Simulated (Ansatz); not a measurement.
System: pyridin-4-ylsilane, C5H7NSi, net charge 0, singlet state. 
Structure (B3LYP-D3(BJ)/def2-TZVP (Ansatz, a program for electronic structure) minimum search):
```xyz
14

Si     2.3272    -0.1405     0.0576
C      0.4550    -0.0234     0.0252
C     -0.1995     1.1549    -0.3397
C     -1.5883     1.1855    -0.3748
N     -2.3544     0.1377    -0.0733
C     -1.7359    -0.9888     0.2789
C     -0.3537    -1.1165     0.3431
H      2.8419    -0.5555    -1.2690
H      2.7405    -1.1456     1.0633
H      2.8986     1.1832     0.3951
H      0.3579     2.0490    -0.5917
H     -2.1086     2.0952    -0.6558
H     -2.3752    -1.8305     0.5244
H      0.0789    -2.0629     0.6442
```
Charge 0, spin multiplicity 1.

Property: atomisation energy (electronic, to ground-state atoms), in kcal/mol. Cores are frozen in the correlated levels unless marked. UHF or UKS for open shells. No spin-orbit coupling. No relativistic terms. The coupled-cluster limit lacks core correlation, which all-electron functionals hold. CBS(X,Y): correlation extrapolated as X^-3; Hartree-Fock from the larger set.

| level | program | atomisation energy (kcal/mol) | minus last row |
|---|---|---|---|
| HF/cc-pV(D+d)Z | Ansatz | 1031.8 | -411.9 |
| SVWN5/def2-TZVPD | Ansatz | 1667.9 | 224.2 |
| revPBE/def2-TZVPD | Ansatz | 1431.5 | -12.2 |
| r2SCAN-D3(BJ)/def2-TZVPD | Ansatz + dftd3 | 1454.6 | 10.9 |
| B97M-V/def2-TZVPD | Ansatz | 1452.7 | 9.0 |
| PBE0-D4/def2-TZVPD | Ansatz + dftd4 | 1465.6 | 21.9 |
| HSE06-D3(BJ)/def2-TZVPD | Ansatz + dftd3 | 1465.9 | 22.2 |
| HSE06-D4/def2-TZVPD | Ansatz + dftd4 | 1466.9 | 23.2 |
| LC-wPBE-D4/def2-TZVPD | Ansatz + dftd4 | 1456.2 | 12.5 |
| RI-MP2/CBS(aug-cc-pV(T+d)Z,aug-cc-pV(Q+d)Z) | Ansatz | 1479.9 | 36.2 |
| SCS-MP2/6-31G | Ansatz | 1226.5 | -217.2 |
| SCS-MP2/cc-pV(Q+d)Z | Ansatz | 1453.1 | 9.4 |
| CCSD/cc-pV(T+d)Z | Ansatz | 1376.3 | -67.4 |
| CCSD/cc-pV(Q+d)Z | Ansatz | 1398.7 | -45.0 |
| CCSD(T)/CBS(cc-pV(T+d)Z,cc-pV(Q+d)Z) | Ansatz | 1443.7 | 0.0 |

The Hartree-Fock reference is unstable (checked in the largest basis), which strains HF and MP2.
